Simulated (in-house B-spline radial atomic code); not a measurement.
# Ti³⁺: [Ar] 3d1

Method: non-relativistic TPSS, spin-polarised, spherical fractional occupations, point nucleus. Calculated with an all-electron radial atomic-structure program (B-spline basis).

Screening seen three ways: the hydrogenic charge with the same mean radius, Z_r = [3n² - l(l+1)]/(2<r>), the one with the same energy, Z_e = n√(-2ε), and Slater's rules. Values are occupation-weighted means over spin.

| shell | electrons | ε (eV) | <r> (bohr) | Z_r | Z_e | Slater |
| --- | --- | --- | --- | --- | --- | --- |
| 1s | 2 | -4882 | 0.07012 | 21.39 | 18.94 | 21.70 |
| 2s | 2 | -567.37 | 0.327 | 18.35 | 12.92 | 17.85 |
| 2p | 6 | -478.32 | 0.2908 | 17.19 | 11.86 | 17.85 |
| 3s | 2 | -94.931 | 0.9987 | 13.52 | 7.92 | 10.75 |
| 3p | 6 | -71.084 | 1.059 | 11.81 | 6.86 | 10.75 |
| 3d | 1 | -35.153 | 1.253 | 8.38 | 4.82 | 4.00 |

The least bound orbital is 3d up at -35.15 eV, and it is also the most diffuse (<r> = 1.253 bohr).

The density falls to 0.001 bohr⁻³ at 2.773 bohr; Σ<r²> = 12.979 bohr² gives, by the non-relativistic formula and without the paramagnetism of open shells, a Langevin diamagnetic susceptibility of -10.28×10⁻⁶ cm³/mol.
